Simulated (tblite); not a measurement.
A geometry optimisation, step by step.

Compound: C3H13BO2Si3.
Atom-mapped SMILES: `[CH3:1][C@@H:2]1[CH2:3][SiH2:4][O:5][Si@@H:6]1[BH:7][O:8][SiH3:9]` (hydrogens: H10, H11, H12 on C1; H13 on C2; H14, H15 on C3; H16, H17 on Si4; H18 on Si6; H19 on B7; H20, H21, H22 on Si9)

Computed with GFN2-xTB (tblite), gas phase: L-BFGS steps from a force-field or distance-geometry start until the largest atomic force falls under 0.01 eV/Å. 4 of its 179 geometries are shown.

Step 0: E = -754.4415 eV, largest atomic force 3.365 eV/Å
```
atom  x, y, z in Å  |  force x, y, z in eV/Å
C1     -2.636    1.010   -0.760   -3.048   0.973  -0.023
C2     -1.840   -0.052   -0.151   -0.597  -1.646   1.110
C3     -1.254    0.255    1.218   -0.257   0.340   0.128
Si4    -0.133   -1.216    1.466    1.202  -1.603   0.171
O5      0.112   -1.935   -0.065   -0.926   1.931   1.070
Si6    -0.328   -0.591   -1.059    1.763  -1.195  -0.824
B7      1.170    0.656   -0.891    1.800  -0.262  -2.223
O8      2.443    0.182   -1.449   -1.165   0.720   3.074
Si9     3.602   -0.191   -0.272   -0.301   0.399  -0.761
H10    -3.456    1.286   -0.016    0.841   0.114  -0.798
H11    -2.112    1.933   -1.042   -0.073  -0.560   0.015
H12    -3.215    0.568   -1.611    0.690   0.718   0.286
H13    -2.497   -0.958    0.032    0.346   0.774  -0.456
H14    -0.690    1.190    1.119   -0.255  -0.063   0.500
H15    -2.008    0.307    2.014    0.089   0.453  -0.297
H16     1.161   -0.690    1.912    0.102  -0.153   0.011
H17    -0.703   -2.166    2.436    0.111  -0.020  -0.453
H18    -0.567   -0.975   -2.444   -0.168  -0.441  -0.112
H19     0.998    1.833   -0.742    0.549  -0.452   0.148
H20     4.930   -0.348   -0.884   -0.406   0.093  -0.301
H21     3.713    0.919    0.701   -0.105  -0.064  -0.144
H22     3.296   -1.400    0.488   -0.193  -0.057  -0.119
```

Step 59: E = -756.3383 eV, largest atomic force 0.110 eV/Å
```
atom  x, y, z in Å  |  force x, y, z in eV/Å
C1     -2.482    1.156   -0.720   -0.031   0.012   0.011
C2     -1.798   -0.073   -0.131    0.035   0.003  -0.085
C3     -1.403    0.092    1.346   -0.026  -0.003  -0.017
Si4    -0.149   -1.294    1.717    0.025  -0.036   0.012
O5      0.380   -1.583    0.202    0.034   0.015   0.005
Si6    -0.198   -0.640   -1.043    0.087  -0.030  -0.049
B7      1.116    0.797   -1.369    0.019   0.088   0.012
O8      2.343    0.724   -0.895    0.005  -0.047  -0.027
Si9     3.568   -0.100   -0.230    0.046  -0.043  -0.040
H10    -3.367    1.418   -0.144   -0.059   0.034   0.030
H11    -1.822    2.022   -0.739    0.045  -0.077   0.065
H12    -2.791    0.954   -1.744   -0.003  -0.005   0.011
H13    -2.510   -0.905   -0.174   -0.015   0.032  -0.042
H14    -0.940    1.069    1.499    0.019   0.028  -0.037
H15    -2.286    0.065    1.982   -0.065   0.037   0.050
H16     1.004   -0.864    2.505   -0.017  -0.001   0.016
H17    -0.775   -2.526    2.184    0.012  -0.033   0.025
H18    -0.521   -1.649   -2.069   -0.020   0.038   0.041
H19     0.861    1.806   -1.942   -0.036  -0.033  -0.021
H20     4.524   -0.199   -1.336   -0.001   0.010   0.000
H21     4.047    0.769    0.844   -0.057   0.047   0.007
H22     3.189   -1.421    0.256    0.004  -0.037   0.033
```

Step 119: E = -756.3688 eV, largest atomic force 0.019 eV/Å
```
atom  x, y, z in Å  |  force x, y, z in eV/Å
C1     -2.390    1.246   -0.639    0.002   0.004  -0.010
C2     -1.802   -0.060   -0.113    0.004   0.007  -0.011
C3     -1.500    0.009    1.395    0.007  -0.002  -0.007
Si4    -0.230   -1.360    1.774    0.001  -0.009   0.003
O5      0.441   -1.502    0.293   -0.008  -0.003  -0.003
Si6    -0.183   -0.649   -0.989   -0.001   0.001   0.000
B7      1.143    0.689   -1.562    0.008  -0.009  -0.004
O8      2.388    0.643   -1.138   -0.005   0.014   0.003
Si9     3.602   -0.015   -0.291   -0.002   0.001  -0.006
H10    -3.307    1.506   -0.109    0.009   0.002   0.011
H11    -1.683    2.066   -0.522    0.003  -0.002   0.019
H12    -2.624    1.155   -1.698   -0.010  -0.007  -0.009
H13    -2.554   -0.843   -0.259    0.003   0.003  -0.004
H14    -1.058    0.983    1.622    0.008   0.001  -0.002
H15    -2.420   -0.053    1.977    0.005  -0.003  -0.006
H16     0.839   -0.951    2.681    0.001  -0.003   0.002
H17    -0.825   -2.652    2.110   -0.005   0.005   0.004
H18    -0.563   -1.711   -1.942   -0.005  -0.013   0.005
H19     0.887    1.566   -2.318   -0.003   0.003   0.004
H20     4.674   -0.077   -1.288   -0.007   0.000   0.015
H21     3.849    0.967    0.764    0.003   0.011  -0.007
H22     3.304   -1.338    0.252   -0.007  -0.001   0.000
```

Step 178: E = -756.3819 eV, largest atomic force 0.008 eV/Å
```
atom  x, y, z in Å  |  force x, y, z in eV/Å
C1     -2.161    1.357   -0.550    0.002   0.003   0.000
C2     -1.738   -0.035   -0.090   -0.001   0.003  -0.003
C3     -1.318   -0.044    1.390    0.000  -0.004   0.000
Si4    -0.255   -1.601    1.659    0.001  -0.001  -0.002
O5      0.327   -1.763    0.142    0.001   0.002  -0.004
Si6    -0.283   -0.830   -1.088   -0.006   0.001  -0.004
B7      1.071    0.417   -1.783    0.004   0.002   0.000
O8      2.241    0.600   -1.212    0.003  -0.001   0.004
Si9     3.396    0.324   -0.113   -0.003  -0.004  -0.006
H10    -2.994    1.731    0.046    0.003   0.001   0.005
H11    -1.335    2.062   -0.458    0.003  -0.003  -0.003
H12    -2.470    1.336   -1.593   -0.006  -0.004   0.001
H13    -2.608   -0.695   -0.189    0.003   0.000   0.000
H14    -0.710    0.843    1.590   -0.004  -0.006   0.002
H15    -2.191    0.027    2.041    0.001   0.000  -0.001
H16     0.899   -1.405    2.532   -0.002   0.002   0.000
H17    -1.029   -2.799    1.973    0.001   0.005   0.002
H18    -0.869   -1.835   -1.996    0.004   0.004   0.005
H19     0.863    1.066   -2.755    0.000  -0.004   0.002
H20     4.557   -0.012   -0.938   -0.002   0.000   0.003
H21     3.521    1.619    0.560   -0.004  -0.002   0.001
H22     3.077   -0.746    0.831    0.000   0.004  -0.002
```

Problem. Summarise the path.

Solution. The energy falls by 187.21 kJ/mol from step 0 to step 178; nine tenths of that is first reached at step 29. It falls at every step. The largest force goes from 3.365 to 0.008 eV/Å. Among the bonds B7–O8 changes most, from 1.469 to 1.315 Å; the atoms move by 0.805 Å rms after alignment.

Problem. Follow the three bonds and two angles with the largest change from start to end.

Solution. 
```
step  E above end (kJ/mol)  largest force (eV/Å)  B7–O8 (Å)  C2–Si6 (Å)  Si4–O5 (Å)  B7–O8–Si9 (°)  Si4–O5–Si6 (°)
   0                187.21                 3.365      1.469       1.844       1.709          113.6            98.7
   8                 54.55                 0.465      1.326       1.914       1.649          140.9           114.0
  15                 31.41                 0.331      1.315       1.927       1.632          149.6           117.2
  23                 24.03                 0.158      1.316       1.930       1.629          159.0           117.5
  31                 16.94                 0.222      1.313       1.940       1.628          168.2           115.8
  39                 10.83                 0.154      1.316       1.926       1.632          163.8           117.5
  46                  8.26                 0.108      1.314       1.929       1.631          158.1           117.9
  54                  5.61                 0.141      1.316       1.934       1.631          154.0           118.2
  62                  3.60                 0.080      1.318       1.928       1.631          151.5           119.3
  70                  2.73                 0.063      1.318       1.927       1.631          150.3           119.4
  77                  2.38                 0.076      1.316       1.927       1.633          150.2           119.6
  85                  2.05                 0.041      1.316       1.931       1.632          151.0           119.8
  93                  1.63                 0.046      1.316       1.933       1.631          151.2           120.1
 101                  1.43                 0.031      1.316       1.933       1.632          151.9           120.1
 108                  1.35                 0.020      1.316       1.933       1.632          152.4           120.1
 116                  1.30                 0.029      1.316       1.933       1.632          153.1           120.2
 124                  1.21                 0.037      1.316       1.933       1.632          152.8           120.2
 132                  0.96                 0.042      1.315       1.932       1.632          153.0           120.1
 139                  0.81                 0.032      1.315       1.934       1.633          154.0           120.2
 147                  0.74                 0.021      1.315       1.934       1.632          153.5           120.2
 155                  0.59                 0.063      1.315       1.935       1.631          153.8           120.1
 163                  0.38                 0.047      1.314       1.936       1.632          154.4           120.2
 170                  0.06                 0.055      1.316       1.935       1.632          154.7           120.0
 178                  0.00                 0.008      1.315       1.936       1.632          155.1           120.1
```

What follows is the cost of the whole relaxation. Hardware: an Intel Xeon Platinum 8259CL at 2.50 GHz with one thread, shared host with 32 logical CPUs at a one-minute load of 14. Cost: 3.7 s of wall time.
